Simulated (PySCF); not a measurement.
Level of theory: B3LYP-D3(BJ)/def2-TZVP (PySCF). Gas-phase values, no solvent. B3LYP has the VWN-RPA correlation part, as in Gaussian. 

Reference species (SMILES): `[B](N)N` (neutral, multiplicity 2).

The dipole moment comes out as 1.64 D.

Changed species: `[BH2]` (radical fragment; the reference has radical fragment).

Q: Predict the effect on the dipole moment.

A: the dipole moment falls by 1.15 D, to 0.49 D.
